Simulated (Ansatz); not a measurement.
Relaxation of C2H8Al2 (12 atoms, charge 0, multiplicity 1), to a largest force component of 0.015 eV/Å in at most 40 steps.

The calculation used RKS PBE-D4/def2-SVP (Ansatz 0.2.0).

```xyz
12
Properties=species:S:1:pos:R:3
C -1.234 1.494 0.201
Al -0.842 -0.103 -0.849
C 0.995 -0.788 -0.866
Al 1.646 -1.194 1.014
H -2.361 1.760 0.059
H -1.049 1.387 1.260
H -0.655 2.392 -0.187
H -1.938 -0.849 -1.671
H 1.087 -1.693 -1.427
H 1.708 -0.017 -1.248
H 2.664 -0.164 1.679
H 2.110 -2.739 1.258
```

Where does it end, and by what steps?

The forces met the threshold. The force dipped under the threshold on the way, but the program's further checks kept it going. After 22 steps the energy has fallen by 0.599 eV; H8 moved furthest, 0.90 Å.

```
step  energy less start (eV)  largest force component (eV/Å)  accepted
   0                  0.0000                           1.645       yes
   1                 -0.4618                           0.906       yes
   2                 -0.5615                           0.344       yes
   3                 -0.5787                           0.166       yes
   4                 -0.5860                           0.035       yes
   5                 -0.5880                           0.015       yes
   6                 -0.5911                           0.078       yes
   7                 -0.5925                           0.059       yes
   8                 -0.5951                           0.078       yes
   9                 -0.5956                           0.113       yes
  10                 -0.5945                           0.178        no
  11                 -0.5968                           0.030       yes
  12                 -0.5974                           0.016       yes
  13                 -0.5972                           0.175        no
  14                 -0.5943                           0.099        no
  15                 -0.5978                           0.004       yes
  16                 -0.5982                           0.083       yes
  17                 -0.5984                           0.066       yes
  18                 -0.5984                           0.066        no
  19                 -0.5986                           0.016       yes
  20                 -0.5990                           0.003       yes
  21                 -0.5980                           0.200        no
  22                 -0.5993                           0.005       yes
```

```xyz
12
Properties=species:S:1:pos:R:3
C -1.318 1.622 0.040
Al -0.804 -0.168 -0.590
C 1.078 -0.674 -0.802
Al 1.989 -1.400 0.760
H -2.196 2.021 -0.511
H -1.625 1.572 1.109
H -0.497 2.366 -0.029
H -1.934 -1.273 -0.878
H 1.124 -1.440 -1.609
H 1.625 0.246 -1.110
H 2.682 -0.407 1.814
H 2.007 -2.980 1.031
```

Time of the run: 33 s on 2 threads of Intel(R) Xeon(R) Platinum 8488C (Sapphire Rapids), on a shared host, peak memory 0.15 GiB.
